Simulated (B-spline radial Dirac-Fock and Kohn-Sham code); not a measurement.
Ionisation of each subshell: Te¹¹⁺

System: Te¹¹⁺ in the configuration [Kr] 4d5; nuclear rms radius 4.7423 fm (A = 130).

Input of the calculation (task.json; shells as n, l, electrons):

```json
{"items": [{
  "Z": 52,
  "q": 11,
  "cfg": [[1, 0, 2], [2, 0, 2], [2, 1, 6], [3, 0, 2], [3, 1, 6], [3, 2, 10], [4, 0, 2], [4, 1, 6], [4, 2, 5]],
  "A": 130,
  "rrms": 4.7423,
  "do": ["binding"]
}]}
```

Run with: `python xray_run.py task.json out`

Model: Dirac-Fock energy differences between relaxed states, corrected for Breit and QED terms. Program: a B-spline atomic structure program. Electron correlation is not included. Energies are counted from the vacuum level.

All terms are in eV, carry their sign (relaxation lowers the binding energy) and add up to the binding energy; ⟨r⟩ is the mean radius of the orbital in the initial state.

```
subshell  −ε (Koopmans)  relaxation   Gaunt  retardation  self-energy  vacuum polarisation  binding energy  ⟨r⟩ (bohr)
      1s        32218.1      -58.46  -78.80         6.37       -42.59                 5.80         32050.4       0.028
      2s         5222.6      -27.83   -7.30         0.43        -5.28                 0.67          5183.3       0.119
   2p1/2         4893.5      -31.29  -12.97         1.45         0.35                -0.02          4851.0       0.101
   2p3/2         4617.9      -30.03   -9.31         1.72        -0.14                -0.04          4580.1       0.106
      3s         1251.2       -8.77   -1.07         0.04        -1.08                 0.13          1240.5       0.319
   3p1/2         1115.0       -9.25   -2.04         0.21         0.07                 0.00          1104.0       0.310
   3p3/2         1061.9       -8.79   -1.35         0.27        -0.02                -0.01          1052.0       0.321
   3d3/2          824.4      -10.35   -0.63         0.04         0.10                -0.01           813.5       0.293
   3d5/2          813.4      -10.14   -0.33         0.04         0.07                -0.01           803.1       0.296
      4s          389.1       -1.45   -0.22         0.01        -0.24                 0.03           387.2       0.738
   4p1/2          336.9       -1.40   -0.40         0.05         0.02                 0.00           335.2       0.763
   4p3/2          325.6       -1.29   -0.25         0.06         0.00                 0.00           324.1       0.785
      4d          244.6       -1.08   -0.04         0.01         0.02                 0.00           243.5       0.852
```

For the deepest level, K (1s), the Breit terms make up -0.226 % of the binding energy, QED -0.115 % and orbital relaxation -0.182 %.

Going to the tabulated ground configuration of the next ion removes an electron from N4,5 (4d), computed at 243.5 eV. NIST lists 245 ± 2.5 eV as the ionisation energy of this species (theoretical), +1.48 eV from the computed value, within the stated uncertainty.
